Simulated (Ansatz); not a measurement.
`[CH3][SnH]([OH])[F]` + H₂S → `[CH3][SnH]([F])[SH]` + H₂O at 600 K and 1 bar (ligand exchange at the Sn–O bond).

Isolated molecules relaxed with PBE0-D4/def2-TZVP in Ansatz; ΔE leaves out vibrations. CCSD(T)/CBS adds triple-zeta CCSD(T) − MP2 to the extrapolated MP2 energy (def2 sets, frozen cores). This one scheme is used for every species. def2 core potentials past Kr. For Sn outer-core shells are correlated without core-valence functions, which leaves a few kJ/mol of doubt a bond. Each species was taken in one conformer, which may not be the lowest.

```tsv
species	CCSD(T)/CBS energy (Eh)	H − E (kJ/mol)	S (J/(mol·K))
`[CH3][SnH]([OH])[F]`	-430.11060	211.7	446.4
H₂S	-398.97279	60.8	230.9
`[CH3][SnH]([F])[SH]`	-752.71910	203.5	458.1
H₂O	-76.37941	76.8	212.8
```

H − E and S are ideal-gas, rigid-rotor, harmonic terms from PBE0-D4/def2-TZVP, for one conformer and one mirror image of each species. 1 Eh = 2625.50 kJ/mol, R = 8.31446 J/(mol·K).

Question: By hand: ΔE, ΔH, ΔS and ΔG.

Answer: ΔE = (-752.71910) + (-76.37941) − (-430.11060) − (-398.97279) = -0.01512 Eh = -39.7 kJ/mol. Δ(H − E) = 203.5 + 76.8 − 211.7 − 60.8 = 7.8, so ΔH = -31.9 kJ/mol. ΔS = 458.1 + 212.8 − 446.4 − 230.9 = -6.4 J/(mol·K). ΔG = -31.9 − 600 × (-6.4)/1000 = -28.1 kJ/mol.

Question: By hand: the equilibrium constant, and the temperature at which ΔG would vanish if ΔH and ΔS stayed fixed.

Answer: log₁₀ K = −ΔG/(RT ln 10) = 2.4. ΔG = 0 at ΔH/ΔS = 4984 K, far beyond where these terms or the molecules hold.

The number of gas molecules stays the same, so ΔS is small and ΔH decides. A doubt of 5 kJ/mol in ΔE shifts log₁₀ K by 0.4 here. Other conformers and mirror images would add mixing entropy, several J/(mol·K) or more a flexible species. Modes under 60 cm⁻¹, often nearly free rotors, make the harmonic entropy too high. These are equilibria of isolated gas molecules and say nothing of rates. Largest T1 diagnostic: 0.013 (customary marks: 0.02 for closed shells, 0.045 for open ones).
